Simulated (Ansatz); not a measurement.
Consider the formal exchange of groups at a B–O bond: `CBOCO` + `[SiH3]Cl` → `CB[SiH2]Cl` + `OCO`.

Program: Ansatz. Geometries: PBE0-D4/def2-TZVP. ΔE: electronic, gas phase. CCSD(T)/CBS adds triple-zeta CCSD(T) − MP2 to the extrapolated MP2 energy (def2 sets, frozen cores). This one scheme is used for every species. Functionals use def2-TZVPP. Each species was taken in one conformer, which may not be the lowest.

`CBOCO`:

```xyz
12

C     1.347   -0.047   -1.641
B     0.767   -0.047   -0.195
O    -0.548   -0.304    0.001
C    -1.124   -0.240    1.287
O    -1.787    0.961    1.481
H     1.780    0.935   -1.865
H     0.607   -0.285   -2.407
H     2.179   -0.755   -1.719
H     1.454    0.168    0.773
H    -0.349   -0.295    2.055
H    -1.801   -1.098    1.366
H    -2.524    1.007    0.865
```

`[SiH3]Cl`:

Z-matrix (Å, degrees):
```
Si
Cl 1 2.054
H 1 1.481 2 108.5
H 1 1.481 2 108.5 3 -120.0
H 1 1.481 2 108.5 3 120.0
```

`CB[SiH2]Cl`:

```xyz
10

C    -0.239    1.173   -1.044
B     0.605    0.407    0.008
Si   -0.089   -1.288    0.845
Cl    0.992   -1.892    2.501
H    -1.065    0.628   -1.504
H    -0.691    1.996   -0.462
H     0.359    1.666   -1.814
H     1.663    0.855    0.346
H    -0.028   -2.394   -0.152
H    -1.507   -1.151    1.275
```

`OCO`:

```xyz
7

O    -0.386   -1.035   -0.515
C    -0.250    0.079    0.316
O     0.826    0.896   -0.040
H    -0.552   -0.719   -1.409
H    -0.140   -0.327    1.326
H    -1.130    0.729    0.277
H     1.632    0.377    0.045
```

```
     species  PBE energy (Eh)
     `CBOCO`       -255.55334
  `[SiH3]Cl`       -751.20853
`CB[SiH2]Cl`       -815.87954
       `OCO`       -190.82457
```

Task: Work out ΔE.

Result: ΔE = (-815.87954) + (-190.82457) − (-255.55334) − (-751.20853) = 0.05776 Eh = +36.2 kcal/mol. CCSD(T)/CBS gives +38.6 kcal/mol.

Largest T1 diagnostic among the species: 0.012.

In def2-TZVPP, CCSD(T) changes the Hartree–Fock value by −2.0 kcal/mol (the triples alone add +0.0 kcal/mol) and MP2 by −0.9 kcal/mol.
